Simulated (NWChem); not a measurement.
System: MoOCl3 cation; SMILES [O]=[Mo+]([Cl])([Cl])[Cl]

```xyz
5

Mo     0.0000     0.0000     0.1964
O      0.0000     0.0000     1.8228
Cl     0.3799     2.0439    -0.4587
Cl     1.5801    -1.3509    -0.4587
Cl    -1.9600    -0.6929    -0.4587
```
Atoms are numbered in this order, from 1.

All runs use the structure optimised with PBE0/def2-SVP. The spin multiplicity was typed, not searched, and may not be the lowest. def2 effective core potentials on Mo; no spin-orbit coupling.

### Question
List the 6 lowest vertical singlet excitations from B3LYP/def2-SVP with def2 effective core potentials on Mo, full TDDFT (NWChem).

### Answer
```csv
state,energy (eV),oscillator strength,leading excitation (squared amplitude)
S1,3.72,0.000,HOMO−1 → LUMO (0.40)
S2,3.73,0.000,HOMO−1 → LUMO+1 (0.21)
S3,3.73,0.000,HOMO−2 → LUMO+1 (0.21)
S4,3.90,0.002,HOMO−2 → LUMO (0.40)
S5,4.05,0.010,HOMO → LUMO (0.41)
S6,4.05,0.010,HOMO → LUMO+1 (0.41)
```
